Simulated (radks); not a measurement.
Results of a calculation; reference values are marked as such.
Dy8+, 58 electrons, occupied as [Kr] 4d10 4f8 5s2 5p2.

Level of theory: scalar-relativistic Kohn-Sham, r2SCAN, spin-polarised, spherical densities, finite nucleus; open shells are filled with parallel spins first (spin-orbit coupling, left out, can overturn this in heavy ions); meta-GGA in the generalised Kohn-Sham scheme; Fermi nuclear charge, rms radius 5.2218 fm (a radial shooting solver on a logarithmic mesh with Libxc functionals).

Energy parts (hartree):
| part | energy |
|---|---|
| total | -12139.9703 |
| kinetic | 13097.4438 |
| electron-nucleus | -29435.5921 |
| Hartree | 4457.7084 |
| exchange-correlation | -259.5304 |

Orbitals (lengths in bohr, moments of r in powers of bohr; r(max) is where P^2 peaks):
| orbital | occ. | eigenvalue (hartree) | r(max) | <1/r> |
|---|---|---|---|---|
| 1s up | 1 | -1979.308 | 0.01338 | 74.55 |
| 1s down | 1 | -1979.297 | 0.01338 | 74.55 |
| 2s up | 1 | -334.3814 | 0.07600 | 17.34 |
| 2s down | 1 | -334.3793 | 0.07600 | 17.34 |
| 2p up | 3 | -297.1156 | 0.06169 | 16.09 |
| 2p down | 3 | -297.1078 | 0.06169 | 16.09 |
| 3s up | 1 | -78.48522 | 0.2152 | 6.389 |
| 3s down | 1 | -78.34972 | 0.2151 | 6.397 |
| 3p up | 3 | -66.98538 | 0.2115 | 5.981 |
| 3p down | 3 | -66.84784 | 0.2114 | 5.990 |
| 3d up | 5 | -52.17688 | 0.1732 | 5.664 |
| 3d down | 5 | -52.06862 | 0.1730 | 5.672 |
| 4s up | 1 | -19.55304 | 0.4937 | 2.692 |
| 4s down | 1 | -19.25266 | 0.4938 | 2.687 |
| 4p up | 3 | -15.73426 | 0.5152 | 2.474 |
| 4p down | 3 | -15.43642 | 0.5153 | 2.470 |
| 4d up | 5 | -10.50659 | 0.5330 | 2.193 |
| 4d down | 5 | -10.20505 | 0.5331 | 2.190 |
| 4f up | 7 | -4.75729 | 0.5256 | 1.737 |
| 4f down | 1 | -4.44849 | 0.5270 | 1.727 |
| 5s up | 1 | -6.06922 | 1.104 | 1.130 |
| 5s down | 1 | -5.77168 | 1.111 | 1.117 |
| 5p up | 2 | -4.97878 | 1.212 | 1.013 |
| 5p down | 0 | -4.71180 | 1.225 | 0.9924 |

The highest occupied level is 4f down at -121.05 eV. The configuration is held as typed, so some empty levels lie below it. The spin density at the nucleus is -1.67 e/bohr^3 (1s -2.42, 2s 0.15, 3s -21.80, 4s 10.48, 5s 11.91). For comparison, the ionisation energy in NIST's Atomic Spectra Database is 152 eV (theoretical). In exact Kohn-Sham theory the highest level is minus the ionisation energy, but local and semilocal functionals leave it too shallow, through self-interaction and a potential that decays too fast; potentials with the right tail come closer. Spin moment in Bohr magnetons: 8. The density falls to 0.001 e/bohr^3 at r = 2.56 bohr.
